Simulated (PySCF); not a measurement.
**Cost of excited-state runs on `C[C@@H]1CO[C@H](C(=O)O)O1`, C5H8O4**

Molfile (atoms numbered from 1):
```
C5H8O4
     RDKit          3D

 17 17  0  0  0  0  0  0  0  0999 V2000
   -1.7389   -0.4313   -1.0008 C   0  0  0  0  0  0  0  0  0  0  0  0
   -1.1822   -0.4154    0.4155 C   0  0  2  0  0  0  0  0  0  0  0  0
   -0.7337    0.9879    0.8765 C   0  0  0  0  0  0  0  0  0  0  0  0
    0.5320    0.7732    1.4742 O   0  0  0  0  0  0  0  0  0  0  0  0
    1.0666   -0.3469    0.8338 C   0  0  2  0  0  0  0  0  0  0  0  0
    1.8174    0.0817   -0.4467 C   0  0  0  0  0  0  0  0  0  0  0  0
    1.3181    0.6279   -1.3920 O   0  0  0  0  0  0  0  0  0  0  0  0
    3.1112   -0.2139   -0.3700 O   0  0  0  0  0  0  0  0  0  0  0  0
    0.0050   -1.2023    0.5296 O   0  0  0  0  0  0  0  0  0  0  0  0
   -2.6438    0.1688   -1.0437 H   0  0  0  0  0  0  0  0  0  0  0  0
   -1.0036   -0.0286   -1.6922 H   0  0  0  0  0  0  0  0  0  0  0  0
   -1.9730   -1.4520   -1.2900 H   0  0  0  0  0  0  0  0  0  0  0  0
   -1.9099   -0.8492    1.1131 H   0  0  0  0  0  0  0  0  0  0  0  0
   -1.3839    1.4286    1.6319 H   0  0  0  0  0  0  0  0  0  0  0  0
   -0.6425    1.6632    0.0178 H   0  0  0  0  0  0  0  0  0  0  0  0
    1.7720   -0.8505    1.5054 H   0  0  0  0  0  0  0  0  0  0  0  0
    3.5821    0.0709   -1.1722 H   0  0  0  0  0  0  0  0  0  0  0  0
  1  2  1  0
  2  3  1  0
  3  4  1  0
  4  5  1  0
  5  6  1  0
  6  7  2  0
  6  8  1  0
  5  9  1  0
  9  2  1  0
  1 10  1  0
  1 11  1  0
  1 12  1  0
  2 13  1  1
  3 14  1  0
  3 15  1  0
  5 16  1  1
  8 17  1  0
M  END
```

PySCF with density fitting, on 1 thread of an AMD EPYC 9R45 96-Core, shared host. Command: `OMP_NUM_THREADS=1 python excited_run.py task.json out`

(1) How long does each of these runs take, and how much memory?
- magnetisability and related constants, CAM-B3LYP/pcSseg-1; writes grids
- magnetisability and related constants, OLYP/def2-SVP; usual settings

Answers

(1) 
| run | level | basis functions | wall time | peak memory (GiB) |
| --- | --- | --- | --- | --- |
| magnetisability and related constants | CAM-B3LYP/pcSseg-1 | 193 | 31 s | 1 |
| magnetisability and related constants | OLYP/def2-SVP | 166 | 21 s | 0.61 |

Times from a shared host are rough.
